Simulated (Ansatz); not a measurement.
Species: C₂N, net charge 0, doublet state. It need not be the lowest isomer of its formula. 
Coordinates optimised at B3LYP-D3(BJ)/def2-TZVP (Ansatz, a first-principles code):
```xyz
3

C      0.0000     0.0000    -1.2396
N      0.0000     0.0000     0.0000
C      0.0000     0.0000     1.2396
```
Charge 0, spin multiplicity 2.

Basis-set convergence of Hartree-Fock and MP2 correlation energies (hartree) with Ansatz. Cores are frozen in the correlated levels unless marked. Open shells are spin-unrestricted. No spin-orbit coupling. No relativistic terms.

The UHF reference is spin-contaminated (<S^2> 0.12 over the pure value in the largest basis). 

```json
[
 {"basis": "aug-cc-pVDZ", "functions": "69", "E(HF)": "-130.04202", "E(corr, MP2)": "-0.33788"},
 {"basis": "aug-cc-pVTZ", "functions": "138", "E(HF)": "(withheld)", "E(corr, MP2)": "(withheld)"}
]
```

**Question.** What belongs in the gaps?

**Answer.** 
- aug-cc-pVTZ, E(HF): -130.06924
- aug-cc-pVTZ, E(corr, MP2): -0.40843
